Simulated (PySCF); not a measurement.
Si(OMe)(SeH)3, CH₆OSe₃Si, SMILES CO[Si]([SeH])([SeH])[SeH] (CAM-B3LYP/def2-SVP optimised geometry):

```
12

C      1.453     1.364     2.420
O      0.417     1.563     1.487
Si     0.253     0.877     0.000
Se    -1.894     1.403    -0.515
Se     0.424    -1.403     0.000
Se     1.875     1.786    -1.339
H      2.426     1.695     2.019
H      1.226     1.954     3.319
H      1.534     0.302     2.707
H     -1.751     0.943    -1.904
H      1.894    -1.403     0.000
H      1.897     0.634    -2.248
```

Computed with CAM-B3LYP/def2-TZVP in PySCF.

Q: What are the frontier orbital energies and the dipole moment?

A: HOMO-2 -8.81 eV, HOMO-1 -8.55 eV, HOMO -8.29 eV, LUMO 0.14 eV, LUMO+1 0.87 eV; dipole moment 1.70 D.

Meta-Löwdin charges at CAM-B3LYP/def2-TZVP: C1 -0.11, O2 -0.62, Si3 0.85, Se4 -0.21, Se5 -0.23, Se6 -0.24, H7 0.11, H8 0.13, H9 0.11, H10 0.07, H11 0.07, H12 0.07.
